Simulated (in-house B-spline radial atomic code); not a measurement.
Configurations of Sm II (Sm+), with energies counted from [Xe] 4f6 6s1. Method: scalar-relativistic (X2C) SCAN, spin-polarised, spherical fractional occupations, Fermi nucleus of rms radius 5.0819 fm. Calculated with a B-spline radial code for spherical atoms. Shells without spins written out take the highest spin.

Occupations are held fixed; configurations that lie above the ionisation limit could autoionise.

```tsv
configuration	E - E(ref) (eV)	highest orbital	its <r> (bohr)
[Xe] 4f6 5d1	1.5135	5d up	2.9
[Xe] 4f(5 up, 1 down) 6s(1 up, 0 down)	4.7923	4f down	1.055
[Xe] 4f(3 up, 3 down) 6s(0 up, 1 down)	8.8753	4f up	1
[Xe] 4f(4 up, 2 down) 6p(0 up, 1 down)	11.191	6p down	4.981
[Xe] 4f5 6s1 7d1	14.639	7d up	12.71
[Xe] 4f5 6s1 7f1	15.906	7f up	21.46
[Kr] 4d10 4f7 5s2 5p5 6s1	18.805	4f up	1.048
[Kr] 4d9 4f6 5s2 5p6 6s1 7f1	139.27	7f up	21.4
```

**Question.** Order these further configurations by energy, lowest first.
A. [Kr] 4d10 4f6 5s2 5p5 6s1 7d1
B. [Kr] 4d9 4f7 5s2 5p6 6s1
C. [Xe] 4f6 6f1
D. [Kr] 4d10 4f6 5s2 5p5 6s1 6f1
E. [Kr] 4d(4 up, 5 down) 4f(4 up, 2 down) 5s2 5p6 6s(0 up, 1 down) 6p(1 up, 0 down)

**Answer.** C (9.1142 eV), A (30.844 eV), D (31.384 eV), B (121.59 eV), E (145.61 eV).

**Question.** How far above the reference does [Kr] 4d9 4f6 5s2 5p6 6s1 7d1 lie?

**Answer.** 137.99 eV; its least bound orbital is 7d up with <r> = 12.66 bohr.

**Question.** How far above the reference does [Xe] 4f(5 up, 1 down) 7f(0 up, 1 down) lie?

**Answer.** 14.556 eV; its least bound orbital is 7f down with <r> = 23.5 bohr.

**Question.** How far above the reference does [Kr] 4d(5 up, 4 down) 4f(5 up, 1 down) 5s2 5p6 6s2 lie?

**Answer.** 135.47 eV; its least bound orbital is 6s down with <r> = 3.741 bohr.
